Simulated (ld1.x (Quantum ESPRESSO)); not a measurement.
# Reading a pseudo-wave (Tc (Z = 43))

Columns: radius, all-electron u(r) and pseudo u(r) of the 5p shell (level -1.45 eV) of technetium in the configuration [Kr] 4d5 5s2 5p0; PW91, scalar-relativistic, PAW scheme, ld1.x (Quantum ESPRESSO) 7.5.

| r (bohr) | all-electron | pseudo |
| --- | --- | --- |
| 0.178 | -0.0317 | -0.0040 |
| 0.355 | -0.1025 | -0.0157 |
| 0.533 | 0.0346 | -0.0347 |
| 0.710 | 0.1538 | -0.0600 |
| 0.888 | 0.1932 | -0.0908 |
| 1.065 | 0.1657 | -0.1255 |
| 1.243 | 0.0990 | -0.1632 |
| 1.420 | 0.0163 | -0.2020 |
| 1.598 | -0.0691 | -0.2412 |
| 1.775 | -0.1489 | -0.2790 |
| 1.953 | -0.2205 | -0.3151 |
| 2.130 | -0.2820 | -0.3482 |
| 2.308 | -0.3340 | -0.3782 |
| 2.485 | -0.3766 | -0.4045 |
| 2.662 | -0.4109 | -0.4271 |
| 2.840 | -0.4377 | -0.4460 |
| 3.018 | -0.4578 | -0.4613 |
| 3.195 | -0.4718 | -0.4728 |
| 3.373 | -0.4807 | -0.4809 |
| 3.550 | -0.4851 | -0.4851 |
| 3.728 | -0.4857 | -0.4857 |
| 3.905 | -0.4831 | -0.4831 |
| 4.083 | -0.4777 | -0.4777 |
| 4.260 | -0.4702 | -0.4702 |
| 4.438 | -0.4610 | -0.4610 |
| 4.615 | -0.4505 | -0.4505 |

(1) How many radial nodes do the two functions have?

(2) At about which radius was the pseudo-wave matched?

(3) Where does each function peak?

(4) Is the pseudo-wave norm-conserving?

## Answers

(1) The all-electron 5p function has n − l − 1 = 3 (the table is too coarse to show those close to the nucleus); the pseudo-wave has 0, since the states of the same l below it are removed with the core.

(2) 3.55 bohr, where the columns begin to agree (steps of 0.18 bohr).

(3) Outermost all-electron maximum near 3.73 bohr, pseudo maximum near 3.73 bohr (to the table’s step).

(4) No, it belongs to a PAW set: the norm inside the radius is not constrained, and the difference is carried by the augmentation charge.
